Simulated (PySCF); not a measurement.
1,1-difluoro-2-methylprop-1-ene (C4H6F2), SMILES CC(C)=C(F)F. Coordinates come from a PBE0-D3(BJ)/def2-SVP optimisation.

Calculation: PBE0-D3(BJ)/def2-SVP in PySCF.

Harmonic wavenumbers (cm⁻¹): 152, 166, 185, 244, 334, 339, 534, 547, 627, 761, 971, 987, 992, 1087, 1206, 1282, 1346, 1403, 1414, 1448, 1455, 1464, 1468, 1865, 3044, 3047, 3118, 3119, 3180, 3181. Rotational constants (GHz): 4.869, 3.205, 1.981; symmetry number 2.

Q: Work out the zero-point energy and the ideal-gas rigid-rotor harmonic-oscillator thermochemistry at 298.15 K and 1 atm.

A: ZPE = ½ Σ hcν = ½ × 40965 cm⁻¹ = 58.56 kcal/mol. H − E(el) = 63.40 kcal/mol. Entropy in cal/(mol K): translation 39.47, rotation 25.37, vibration 13.95, total 78.79. G − E(el) = 39.91 kcal/mol. Cp = 25.12 cal/(mol K).
